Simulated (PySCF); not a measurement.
**Cr (chromium, neutral) across methods**

[Ar] 3d5 4s1, high-spin 7S determinant. Computed with PySCF 2.14 in aug-cc-pVTZ-DK (8s7p5d3f2g, 93 functions), with the spin-free X2C one-electron Hamiltonian (Gaussian nucleus).

```tsv
method	E (hartree)	mean ε 3p β (eV)	mean ε 4s α (eV)	mean ε 3d α (eV)	Σ⟨r²⟩ (bohr²)	⟨S²⟩
TPSS	-1050.814	-42.151	-4.431	-3.678	37.34	12.000
UHF	-1049.65431	-50.418	-6.157	-9.985	37.39	12.000
PBE	-1050.563	-41.884	-4.476	-3.742	37.52	12.000
M06-L	-1050.707	-42.322	-4.357	-3.519	36.58	12.001
r2SCAN	-1050.761	-42.391	-4.719	-3.884	36.78	12.000
LDA	-1048.479	-41.959	-4.643	-3.906	37.18	12.000
M06-2X	-1050.748	-46.934	-5.196	-6.976	37.32	12.000
PBE0	-1050.578	-44.259	-4.962	-5.305	37.00	12.000
```

(1) Estimate the same row for BP86.

Answers

(1) E (hartree) = -1050.947; mean ε 3p β (eV) = -42.131; mean ε 4s α (eV) = -4.631; mean ε 3d α (eV) = -3.839; Σ⟨r²⟩ (bohr²) = 37.25; ⟨S²⟩ = 12.000.
